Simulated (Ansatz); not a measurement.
Basis-set extrapolation for `[O-][n+]1ccccc1` (PBE0-D4/def2-TZVP geometry, frozen core, the Gaussian-basis code of Ansatz). Multiplicity 1, RHF reference.

```
                      def2-TZVPP   def2-QZVPP
                 HF  -321.598504  -321.612715
    MP2 correlation    -1.230153    -1.313678
CCSD(T) correlation    -1.307374      not run
```

Energies in hartree. Use E(X) = E(∞) + A·exp(−7.88·√X) for Hartree–Fock and E(X) = E(∞) + B·X^(−2.97) for correlation, with X = 3 and 4, and add CCSD(T) minus MP2 of the smaller set to the MP2 limit.

Problem. What is the CCSD(T) energy at the basis-set limit?

Solution. HF limit: -321.612715 + (-0.014211) × 0.13774 = -321.61467. MP2 limit: -1.313678 + (-0.083525) × 0.74074 = -1.37555. Higher-order term: -1.307374 − (-1.230153) = -0.07722. Total: -323.06744 hartree, 424.2 kJ/mol below CCSD(T)/def2-TZVPP.
